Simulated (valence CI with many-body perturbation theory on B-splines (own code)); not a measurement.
**Questions on I²²⁺**

Method: relativistic CI+MBPT: three valence electrons over a frozen Dirac-Fock core [Ar] 3d10, radial functions for each j: 11 s, 11 p, 9 d, 7 f, 5 g, 2 h, 1 i, with the one-electron correlation potential Σ1, the two-electron term Σ2, the three-electron term Σ3, Breit, model QED; selected CI, second order for the rest (own B-spline code, finite nucleus).

No measured levels were compared; by estimate levels hold to about 250 cm⁻¹ or 0.2 % of their energy and the worst to 1 %, as in measured heavy ions of charge 2 to 7; those with d or f electrons hold less well.

Levels are named by their leading jj configuration (3d3/2^4 stands for four electrons in 3d with j = 3/2), which in mixed levels can hold well under half, so a name can repeat and another be missing.

Rates and lifetimes use the calculated energies. Strong lines usually hold to 10 to 20 %, long lifetimes can be off by a factor of two.

(1) What is the ground level?

(2) How well does LS coupling describe the low levels?

(3) Name the longest-lived excited levels whose lifetime is computed, and their main decay.

(4) Among levels below 1920800 cm⁻¹, which E1 lines absorb most strongly from the ground level?

(5) What is the ionisation energy?

(6) Where does the other parity begin?

(7) What are the static dipole polarisabilities of the lowest levels?

Results:

(1) (4s^2 4p1/2) J=1/2, composition 99 % 4s2.4p 2P°, g = 0.664.

(2) Among the lowest 20 levels the leading LS term, summed over configurations, holds 80 % on average. For single configurations the figures are 77 % in LS and 88 % in jj coupling. Terms mix most in the J = 3/2 level at 959560 cm⁻¹, where the leading one holds 38 %.

(3) (4s 4p3/2 4d5/2) J=9/2 at 1271500 cm⁻¹ lives 89.1 μs, mostly by M1 to (4s 4p1/2 4d5/2) J=7/2; (4s^2 4p3/2) J=3/2 at 125070 cm⁻¹ lives 56.4 μs, mostly by M1 to (4s^2 4p1/2) J=1/2.

(4) to (4s^2 4d3/2) J=3/2 at 11.95 nm, f = 0.799; to (4s 4p1/2 4p3/2) J=1/2 at 17.14 nm, f = 0.432; to (4s 4p1/2 4p3/2) J=3/2 at 18.13 nm, f = 0.310.

(5) 684.93 eV; NIST lists 683 ± 4 eV (theoretical).

(6) At (4s 4p1/2^2) J=1/2, 381090 cm⁻¹.

(7) (4s^2 4p1/2) J=1/2 0.210; (4s^2 4p3/2) J=3/2 0.221 (tensor 0.019) bohr³, of which the core gives 0.0130.
